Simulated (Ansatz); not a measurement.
Geometry optimisation, Ansatz 0.2.0, RHF/def2-SVP.

Input:

```yaml
crystal:
  periodic: [false, false, false]
  atoms:
    - { symbol: B, position_ang: [0.064957, -0.34669, -0.115001] }
    - { symbol: H, position_ang: [0.089023, -0.366273, 1.078659] }
    - { symbol: Cl, position_ang: [1.594903, -0.392048, -0.998431] }
    - { symbol: O, position_ang: [-1.070597, -0.348953, -0.810377] }
    - { symbol: H, position_ang: [-1.858533, -0.35042, -0.287168] }
    - { symbol: Br, position_ang: [0.172142, 2.641697, 1.157214] }
    - { symbol: H, position_ang: [0.361105, 1.325187, 1.822803] }
basis:
  gaussian: { orbitals: def2-SVP }
hamiltonian:
  xc: hf
relax:
  f_tol: 0.03
  max_steps: 50
```

Command:

```bash
$ ansatz run input.yaml --threads 1 --pin off --max-ram 2048MiB --backend cpu --events-out ev --progress --plain --runs-dir out
```

Where does it end, and by what steps?

The run converged. The force dipped under the threshold on the way, but the program's further checks kept it going. After 36 steps the energy has fallen by 0.350 eV; H7 moved furthest, 1.27 Å.

```csv
step,energy less start (eV),largest force component (eV/Å),accepted
0,0.0000,1.973,yes
2,-0.2555,0.354,yes
4,-0.2834,0.187,yes
6,-0.2989,0.220,yes
8,-0.2856,0.532,no
10,-0.3063,0.021,yes
12,-0.3070,0.043,yes
14,-0.3074,0.225,no
16,-0.3074,0.259,no
18,-0.3073,0.227,no
20,-0.3095,0.030,yes
22,-0.3102,0.156,yes
24,-0.3114,0.215,yes
26,-0.3148,0.117,yes
28,-0.3210,0.317,yes
30,-0.3321,0.208,yes
32,-0.3362,0.428,yes
34,-0.3488,0.048,yes
36,-0.3498,0.018,yes
```

```xyz
7
Properties=species:S:1:pos:R:3
B -0.109 -0.625 -0.137
H -0.337 -1.171 0.899
Cl 1.555 -0.100 -0.468
O -1.035 -0.393 -1.062
H -1.906 -0.679 -0.834
Br 0.089 2.886 2.098
H 1.096 2.244 1.351
```

Time of the run: 50 s on 1 thread of Intel(R) Xeon(R) 6975P-C (Granite Rapids), on a shared host, peak memory 0.21 GiB.
